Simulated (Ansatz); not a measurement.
`O[SiH2][GeH2][OH]` → `[OH][GeH3]` + `O[SiH]` at 700 K and 1 bar (silylene formation by 1,1-elimination).

Gas-phase electronic energies from Ansatz, PBE0-D4/def2-TZVP geometries. CCSD(T)/CBS adds triple-zeta CCSD(T) − MP2 to the extrapolated MP2 energy (def2 sets, frozen cores). This one scheme is used for every species. For Ge outer-core shells are correlated without core-valence functions, which leaves a few kJ/mol of doubt a bond. Scalar relativity is left out up to krypton. One conformer a species, not always the lowest.

```tsv
species	CCSD(T)/CBS energy (Eh)	H − E (kJ/mol)	S (J/(mol·K))
`O[SiH2][GeH2][OH]`	-2519.20718	242.4	494.2
`[OH][GeH3]`	-2153.69723	141.7	338.7
`O[SiH]`	-365.43832	87.6	287.3
```

H − E and S are ideal-gas, rigid-rotor, harmonic terms from PBE0-D4/def2-TZVP, for one conformer and one mirror image of each species. 1 Eh = 2625.50 kJ/mol, R = 8.31446 J/(mol·K).

**Question.** By hand: ΔE, ΔH, ΔS and ΔG.

**Answer.** ΔE = (-2153.69723) + (-365.43832) − (-2519.20718) = 0.07163 Eh = 188.1 kJ/mol. Δ(H − E) = 141.7 + 87.6 − 242.4 = -13.1, so ΔH = 175.0 kJ/mol. ΔS = 338.7 + 287.3 − 494.2 = 131.8 J/(mol·K). ΔG = 175.0 − 700 × (131.8)/1000 = 82.7 kJ/mol.

**Question.** By hand: the equilibrium constant, and the temperature at which ΔG would vanish if ΔH and ΔS stayed fixed.

**Answer.** log₁₀ K = −ΔG/(RT ln 10) = -6.2. ΔG = 0 at ΔH/ΔS = 1328 K.

The number of gas molecules changes by +1, which sets the sign of ΔS. A doubt of 5 kJ/mol in ΔE shifts log₁₀ K by 0.4 here. Other conformers and mirror images would add mixing entropy, several J/(mol·K) or more a flexible species. Modes under 60 cm⁻¹, often nearly free rotors, make the harmonic entropy too high. These are equilibria of isolated gas molecules and say nothing of rates. Largest T1 diagnostic: 0.016 (customary marks: 0.02 for closed shells, 0.045 for open ones).
